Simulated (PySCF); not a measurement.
PySCF 2.14 output of an unrestricted PBE0 calculation on a single atom or ion in x2c-QZVPPall, with scalar relativity by spin-free X2C-1e:

```
SCF conv_tol = 1e-09
number electrons alpha = 24  beta = 20
    C. Adamo and V. Barone.,  J. Chem. Phys. 110, 6158 (1999)
    M. Ernzerhof and G. E. Scuseria.,  J. Chem. Phys. 110, 5029 (1999)
cycle= 1 E= -4782.98515834372  delta_E= -0.0153  |g|= 0.0248  |ddm|= 0.297
cycle= 2 E= -4782.98524566996  delta_E= -8.73e-05  |g|= 0.00566  |ddm|= 0.0456
cycle= 3 E= -4782.9852484866  delta_E= -2.82e-06  |g|= 0.00101  |ddm|= 0.00761
cycle= 4 E= -4782.98524866727  delta_E= -1.81e-07  |g|= 0.00101  |ddm|= 0.00121
cycle= 5 E= -4782.98524884165  delta_E= -1.74e-07  |g|= 3.54e-05  |ddm|= 0.000749
cycle= 6 E= -4782.98524884249  delta_E= -8.43e-10  |g|= 4.7e-06  |ddm|= 0.000107
converged SCF energy = -4782.98524884249  <S^2> = 6.0013476  2S+1 = 5.000539
```

The run itself started from symmetry-adapted Hartree-Fock orbitals and held the occupation by maximum overlap, on a logarithmic radial grid, so the iterations belong to that start.

**Question.** Which element, charge and spin multiplicity is this?

**Answer.** Rh⁺ (rhodium, charge +1), multiplicity 5; the state was [Kr] 4d7 5s1, high-spin 5F determinant (an excited configuration).
